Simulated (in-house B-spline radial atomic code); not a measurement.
Values are calculated unless marked as measured or tabulated.
# Mn in an electron gas of r_s = 1.65: phase shifts, screening and friction

A nucleus sits in a uniform electron gas with a rigid positive background. The Kohn-Sham equations are solved self-consistently in the spin-unpolarised LDA (PW92), non-relativistic, on B-splines with outgoing waves at the boundary and partial waves to l = 8. The model has no lattice, no bands and no magnetic solution. Atomic units; δ_l are the phase shifts at the Fermi level, counted so that each bound state adds π, and good to about 0.0005.

The density parameter is r_s = 1.65 bohr.

| l | δ_l (rad) |
| --- | --- |
| 0 | 8.6111 |
| 1 | 6.1248 |
| 2 | 2.3264 |
| 3 | 0.0631 |
| 4 | 0.0159 |
| 5 | 0.0037 |
| 6 | 0.0008 |
| 7 | -0.0001 |
| 8 | -0.0002 |

Bound levels below the band bottom (hartree): s -232.7, s -25.83, p -22.03, s -2.169, p -1.103.

**Question.** Check the Friedel sum rule, and say where the screening charge sits.

**Answer.** k_F = (9π/4)^(1/3)/r_s = 1.16313. The rule is Z = (2/π) Σ (2l + 1) δ_l. The terms are s 5.482, p 11.698, d 7.405, f 0.281 and 0.121 beyond, in all 24.986 against Z = 25. Bound states hold 6 s, 12 p, 0 d electrons, so the scattering states carry 6.99 in all; where a term is smaller than its bound count, the bound level has drawn weight out of the band.

**Question.** Find the transport cross section and the electronic stopping of a 5 keV Mn ion (mass 54.94 u).

**Answer.** σ_tr = (4π/k_F²) Σ (l + 1) sin²(δ_l − δ_(l+1)). The terms for l = 0 to 3 are 0.3714, 0.7456, 1.7771, 0.0089, all together 2.9038, so σ_tr = 9.289 × 2.9038 = 26.973 bohr². With n = 3/(4π r_s³) = 0.05314, the friction coefficient is Q = n k_F σ_tr = 1.6673. For v well below v_F = 1.163, dE/dx = Q v; with 24801 eV per u at v = 1, v = √(5000/(24801 × 54.94)) = 0.0606, so dE/dx = 0.10100 hartree/bohr = 51.9 eV/nm. The largest term couples the d and f waves.
